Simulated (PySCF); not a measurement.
## 29Si chemical shifts

[PySCF 2.14: GFN2-xTB geometry; PBE0/pcSseg-1 with gauge-including orbitals; one conformer; averaged over atoms made equivalent by symmetry, fast rotation or ring inversion; no relativistic terms; isolated molecule]

Shieldings were converted by a linear fit to measured shifts: 29Si (scatter 8.9 ppm rms, 25.8 ppm with the 6 outliers that the fit left out vs TMS, solution or neat liquid). Occasional misses reach two or three times the rms, and more in compound classes unlike the fitted ones.

Question: Give the 29Si shifts of `C=C[C@H]1CN([SiH3])N=C1C`, `O=C[SiH2]O[SiH3]`, `C=C[SiH2][Si@@](C)(P)OC=O`.

Answer: 
| compound | environment | δ (ppm) |
| --- | --- | --- |
| C=C[C@H]1CN([SiH3])N=C1C | silicon bonded to N, 3 H | -53.5 |
| [O:1]=[CH:2][SiH2:3][O:4][SiH3:5] | Si5: silicon bonded to O, 3 H | -35.9 |
| [O:1]=[CH:2][SiH2:3][O:4][SiH3:5] | Si3: silicon bonded to C, O, 2 H | -47.5 |
| [CH2:1]=[CH:2][SiH2:3][Si@@:4]([CH3:5])([PH2:6])[O:7][CH:8]=[O:9] | Si4: silicon bonded to C, O, P, Si | 16.5 |
| [CH2:1]=[CH:2][SiH2:3][Si@@:4]([CH3:5])([PH2:6])[O:7][CH:8]=[O:9] | Si3: silicon bonded to C, Si, 2 H | -65.6 |

Question: Order these by 29Si shift, lowest first.
A. [SiH2]1[SiH2][SiH2][SiH2][SiH2][SiH2]1
B. O[C@H]1C=C[SiH2]O/C1=C/Cl
C. O=C(F)[C@H]1C[C@H]([SiH3])C1

Answer: A (-108.0 ppm, silicon bonded to 2 Si, 2 H, in a 6-membered ring), C (-59.9 ppm, silicon bonded to C, 3 H), B (-31.4 ppm, silicon bonded to C, O, 2 H, in a 6-membered ring).
